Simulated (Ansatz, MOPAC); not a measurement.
Potential energy curve for H₃Ga, SMILES [GaH3]. The Ga1–H4 bond (Ga1 also carries H, H; H4 carries nothing else) is pulled apart rigidly from the PBE0/def2-TZVP optimised geometry. Each curve is given relative to its own lowest point near equilibrium.

```json
[
 {"R / Å": "1.25", "A": "44.5", "B": "9.3", "C": "47.1"},
 {"R / Å": "1.36", "A": "16.8", "B": "2.2", "C": "17.5"},
 {"R / Å": "1.41", "A": "9.4", "B": "0.6", "C": "9.6"},
 {"R / Å": "1.47", "A": "3.7", "B": "0.0", "C": "3.6"},
 {"R / Å": "1.52", "A": "1.0", "B": "0.4", "C": "0.9"},
 {"R / Å": "1.57", "A": "0.0", "B": "1.6", "C": "0.0"},
 {"R / Å": "1.60", "A": "0.0", "B": "2.7", "C": "0.1"},
 {"R / Å": "1.68", "A": "1.9", "B": "6.7", "C": "2.5"},
 {"R / Å": "1.76", "A": "5.8", "B": "12.3", "C": "7.2"},
 {"R / Å": "1.79", "A": "7.6", "B": "14.8", "C": "9.4"},
 {"R / Å": "1.93", "A": "18.2", "B": "27.9", "C": "22.0"},
 {"R / Å": "2.10", "A": "33.4", "B": "46.6", "C": "39.9"},
 {"R / Å": "2.37", "A": "58.1", "B": "78.2", "C": "75.3"},
 {"R / Å": "2.60", "A": "77.5", "B": "103.9", "C": "98.4"},
 {"R / Å": "2.82", "A": "93.8", "B": "125.9", "C": "110.1"},
 {"R / Å": "3.19", "A": "116.0", "B": "155.2", "C": "119.2"},
 {"R / Å": "3.40", "A": "125.8", "B": "163.8", "C": "121.4"},
 {"R / Å": "3.79", "A": "139.7", "B": "174.2", "C": "123.4"},
 {"R / Å": "4.24", "A": "150.6", "B": "181.9", "C": "124.1"},
 {"R / Å": "4.68", "A": "157.4", "B": "187.3", "C": "124.4"},
 {"R / Å": "5.45", "A": "163.9", "B": "194.3", "C": "124.5"}
]
```

Energies in mEh.

Question: Which curve belongs to which method? The methods are AM1, restricted, heats of formation (MOPAC); restricted BLYP/def2-SVP in Ansatz (a first-principles code); MP2 on UHF/def2-SVP, cores with 3d frozen (Ansatz).

Answer: A is RKS-BLYP; B is AM1; C is UMP2.

The restricted form behind RKS-BLYP, AM1 keeps the bonding electrons paired and can't separate into open-shell fragments. The unrestricted determinant behind UMP2 is spin-contaminated at 2.37 to 5.45 Å (<S²> up to 1.0, against 0.00 for a pure singlet).
